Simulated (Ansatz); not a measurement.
A structure relaxed at B3LYP-D4/def2-SVPD in Ansatz, charge -1, singlet:

Cartesian coordinates in Å:
```
Tl 2.046 0.591 1.085
Tl -0.742 -2.324 0.743
Tl 0.515 0.123 -2.270
Tl -1.977 0.725 0.779
H -2.599 2.528 0.500
H 0.043 1.279 -0.156
H 2.282 -0.144 -0.983
H 0.879 -1.226 1.497
H -0.448 -1.551 -1.195
```

(1) Give its formula.

(2) Summarise the bond lengths by kind (pairs closer than 1.2 times the sum of covalent radii, bridged metal pairs left out).

## Answers

(1) the cluster Tl₄H₅⁻.

(2) 1 × Tl–Tl 3.29 Å; 3 × H–Tl 1.93 to 2.11 Å.

In the def2 sets Tl takes a core potential; there is no spin–orbit coupling. Another isomer (singlet) lies 0.35 eV lower at PBE0-D4/def2-TZVPD; other spin states weren't run for this one.
